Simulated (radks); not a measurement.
Values are calculated unless marked as measured or tabulated.
Spherical quantum dot in the effective-mass picture: electrons in a parabolic well V = omega^2 r^2 / 2 with omega = 0.782, all in effective atomic units (hartree* = m*/eps^2 hartree, bohr* = eps/m* bohr), one dielectric constant everywhere. Level of theory: non-relativistic Kohn-Sham, PBE, spin-polarised, spherical densities (a radial shooting solver with Libxc functionals). Levels are named by radial order and angular momentum (1s, 1p, 1d, 2s, ...), and open shells are averaged over m. Results are scaled to m* = 0.067 and eps = 8.6, for which hartree* = 24.65 meV and bohr* = 6.792 nm.

N = 2, configuration 1s2. This is the lowest configuration that the search found. Occupied and some empty levels:

| level | occupation | eigenvalue (meV) | <r> (nm) |
|---|---|---|---|
| 1s | 2 | 50.630 | 9.346 |
| 1p | 0 | 67.330 | 12.12 |
| 1d | 0 | 84.911 | 14.36 |
| 2s | 0 | 86.349 | 13.38 |

Energy (meV): total 73.9147, kinetic 25.136, external 33.344, Hartree 32.208, exchange-correlation -16.773.

Electron density:

| r (nm) | n(r) (e/nm^3) |
|---|---|
| 0.912 | 0.0005775 |
| 2.44 | 0.0005423 |
| 3.96 | 0.0004800 |
| 5.48 | 0.0003991 |
| 7.00 | 0.0003103 |
| 8.52 | 0.0002245 |
| 10.1 | 0.0001501 |
| 11.6 | 0.00009277 |
| 13.1 | 0.00005294 |
| 14.6 | 0.00002796 |
| 16.1 | 0.00001364 |
| 17.7 | 6.174e-06 |
| 19.2 | 2.579e-06 |
